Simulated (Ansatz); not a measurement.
Reaction (redistribution): `[CH3][Cd][Cl]` + `[F][Al]([SH])[Br]` → `[CH3][Cd][Br]` + `[F][Al]([SH])[Cl]`

Computed with Ansatz on PBE0-D4/def2-TZVP structures; ΔE is electronic, products minus reactants. CCSD(T)/CBS adds triple-zeta CCSD(T) − MP2 to the extrapolated MP2 energy (def2 sets, frozen cores). Functionals use def2-TZVPP. B3LYP here is the variant with VWN-RPA as its local correlation; programs differ in this. def2 core potentials past Kr. For Br, Cd outer-core shells are correlated without core-valence functions, which leaves a few kJ/mol of doubt a bond. Scalar relativity is left out up to krypton. Each species was taken in one conformer, which may not be the lowest.

| level | ΔE (kJ/mol) |
| --- | --- |
| r2SCAN0-D4 | -23.2 |
| ωB97M-V | -23.0 |
| B2PLYP | -23.4 |
| B3LYP | -23.5 |
| r2SCANh | -22.7 |
| CCSD/def2-SVP | -27.5 |
| MP2/def2-TZVPP | -22.0 |
| MP2/def2-QZVPP | -21.3 |

Task: What does CCSD(T)/CBS give? (Estimate.)

Result: Ansatz gave: -21.6 kJ/mol. The listed levels differ from it by -1.6, -1.4, -1.8, -1.9, -1.1, -5.9, -0.4, 0.3 kJ/mol.

Largest T1 diagnostic among the species: 0.012.

In def2-TZVPP, CCSD(T) changes the Hartree–Fock value by +4.9 kJ/mol (the triples alone add +0.5 kJ/mol) and MP2 by +5.2 kJ/mol. At CCSD(T), def2-SVP lies −5.3 kJ/mol from the extrapolated value and def2-TZVPP −0.7 kJ/mol. Leaving LDA and LC-ωPBE aside and taking each functional with its dispersion term where it has one, the values, not all of them listed here, spread over 4.5 kJ/mol, from BHLYP-D4 to revPBE-D4.
